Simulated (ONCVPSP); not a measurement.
## What the settings do to the ONCV potential of W (Z = 74)

Base potential:

```json
{
  "Element": "W (Z = 74)",
  "Generator": "ONCVPSP 4.0.1",
  "Type": "optimised norm-conserving Vanderbilt (ONCV)",
  "Functional": "PBE",
  "Relativity": "fully relativistic",
  "Frozen core": "[Kr] 4d10 4f14",
  "Valence charge": "14",
  "Reference configuration": "5s2 5p6 5d3 (charge +3)",
  "Partial waves": "5s: rc 1.15 bohr, ncon 4, nbas 9, qcut 5.5 1/bohr, 2 projectors, debl 0.5 Ha; 5p: rc 1.35 bohr, ncon 5, nbas 8, qcut 5.4 1/bohr, 2 projectors, debl 3.6 Ha; 5d: rc 2.10 bohr, ncon 4, nbas 8, qcut 8.4 1/bohr, 2 projectors, debl 2.2 Ha",
  "Local potential": "polynomial inside 0.85 bohr (lpopt 5, dvloc0 3 Ha)",
  "Core correction": "Teter function, fcfact 4.5, rcfact 1.6"
}
```

Open shells are filled in proportion to 2j + 1.

In the s channel the program set the typed energies aside and used -3.960, 0.250 Ha.

All-electron outer shells of the reference configuration (PBE, scalar-relativistic, ld1.x):

| shell | level (eV) | outermost node (bohr) | outermost maximum (bohr) |
| --- | --- | --- | --- |
| 5p | -71.83 | 0.57 | 1.09 |
| 4f | -62.26 | – | 0.43 |
| 5d | -31.11 | 0.63 | 1.43 |

Cutoffs, loose and tight: the cutoffs (Ha) at which the residual kinetic energy of the hardest occupied pseudo-wave falls to 1 and 0.1 mHa per electron. They do not see the model core or the augmentation charge, which bear on the density cutoff. Test errors are all-electron minus pseudo excitation energies from the reference, over the configurations 5s2 5p6 5d4 6s2; 5s2 5p6 5d4 6s1; 5s2 5p6 5d4; 5s2 5p6 5d4 6p2. A dash means not determined; rows that change the core or the reference have their own tests. The largest error is taken over the tests solved by every variant that gives reliable tests at all: 5s2 5p6 5d4; 5s2 5p6 5d4 6s1; 5s2 5p6 5d4 6s2.

A true bound ghost makes a file unfit for plane-wave use even where its test errors are small: the radial tests pick states by their node count and pass the ghost by.

| change | outcome | cutoff, loose | cutoff, tight | bound ghosts | GHOST(+) flags above zero | largest test error (meV) |
| --- | --- | --- | --- | --- | --- | --- |
| base | generated, projector energies reset by the program | 168 Ha | 194 Ha | s | p3/2, p1/2 | -33 |
| all radii but the core radius scaled by about 0.80 (s 0.92, p 1.08, d 1.68 bohr); local potential polynomial inside 0.68 bohr (lpopt 5, dvloc0 3 Ha) | generated, projector energies reset by the program | 150 Ha | 250 Ha | s, p3/2 | p3/2, d5/2, p1/2, d3/2 | -29 |
| all radii but the core radius scaled by about 0.86 (s 0.98, p 1.16, d 1.80 bohr); local potential polynomial inside 0.72 bohr (lpopt 5, dvloc0 3 Ha) | generated, projector energies reset by the program | 216 Ha | 252 Ha | s | p3/2, d5/2, p1/2 | -29 |
| all radii but the core radius scaled by about 0.95 (s 1.10, p 1.28, d 2.00 bohr); local potential polynomial inside 0.80 bohr (lpopt 5, dvloc0 3 Ha) | generated, projector energies reset by the program | 182 Ha | 209 Ha | s | p3/2, p1/2 | -29 |
| all radii but the core radius scaled by about 1.06 (s 1.22, p 1.42, d 2.22 bohr); local potential polynomial inside 0.90 bohr (lpopt 5, dvloc0 3 Ha) | generated, projector energies reset by the program | 146 Ha | 170 Ha | s | p3/2, p1/2 | -27 |
| all radii but the core radius scaled by about 1.14 (s 1.32, p 1.54, d 2.40 bohr); local potential polynomial inside 0.96 bohr (lpopt 5, dvloc0 3 Ha) | generated, projector energies reset by the program | 118 Ha | 142 Ha | none | s, p3/2, p1/2 | -35 |
| all radii but the core radius scaled by about 1.21 (s 1.40, p 1.64, d 2.54 bohr); local potential polynomial inside 1.02 bohr (lpopt 5, dvloc0 3 Ha) | generated, projector energies reset by the program | 78 Ha | 123 Ha | d3/2 | s, p3/2, d5/2 | -36 |
| all radii but the core radius scaled by about 1.29 (s 1.48, p 1.74, d 2.70 bohr); local potential polynomial inside 1.10 bohr (lpopt 5, dvloc0 3 Ha) | generated, projector energies reset by the program | 44 Ha | 107 Ha | none | s | -34 |

Reading the sweep of the scale of all radii but the core radius (base = 1) (base included, trends over the rows without a ghost): Bound ghosts are found at 0.8, 0.86, 0.95, 1, 1.06, 1.21.
